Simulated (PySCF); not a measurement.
2-bromobuta-1,3-diene (C4H5Br), SMILES C=CC(=C)Br. Coordinates come from a PBE-D3(BJ)/def2-SVP optimisation. One conformer was computed; it need not be the lowest.

All values below come from PBE-D3(BJ)/def2-SVP (PySCF).

Harmonic wavenumbers (cm⁻¹): 156, 211, 341, 396, 463, 564, 623, 733, 849, 872, 900, 968, 983, 1182, 1255, 1333, 1377, 1600, 1658, 3076, 3086, 3089, 3191, 3200. Rotational constants (GHz): 4.658, 2.513, 1.632; symmetry number 1.

Task: Work out the zero-point energy and the ideal-gas rigid-rotor harmonic-oscillator thermochemistry at 298.15 K and 1 atm.

Result: ZPE = ½ Σ hcν = ½ × 32109 cm⁻¹ = 192.05 kJ/mol. H − E(el) = 209.47 kJ/mol. Entropy in J/(mol K): translation 169.74, rotation 113.90, vibration 40.08, total 323.71. G − E(el) = 112.96 kJ/mol. Cp = 92.40 J/(mol K).
